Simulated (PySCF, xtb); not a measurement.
HIOTe, SMILES O[Te]I.

Geometry: B3LYP-D3(BJ)/def2-SVP. The def2 effective core potentials stand for the cores of I, Te; spin–orbit coupling is left out. The values are those of a single conformer.

The numbers are results of IEF-PCM-PBE0/def2-SVP in PySCF 2.14.0, not measurements.

The values are the electrostatic part of the solvation free energy, E(continuum) − E(gas) at the gas-phase geometry, in a cavity of scaled van der Waals radii (PySCF's table); cavitation and dispersion terms are not included. In vacuum the orbital gap is 3.49 eV. The dipole moment in vacuum is 1.92 D.

Q: Estimate the values in water (ε = 78.36), 2-propanol (ε = 19.26), diethylether (ε = 4.24). (Estimate from the structure and the level; the computed values follow.)

A: 
```
solvent           ε  ΔG(elec) (kcal/mol)  dipole (D)  gap (eV)
------------  -----  -------------------  ----------  --------
water         78.36                 -5.7        2.60      3.57
2-propanol    19.26                 -5.3        2.55      3.57
diethylether   4.24                 -3.8        2.35      3.54
```

For comparison, GFN2-xTB/ALPB(water) (xtb, at the GFN2-xTB geometry, all terms of that model) gives -6.2 kcal/mol.
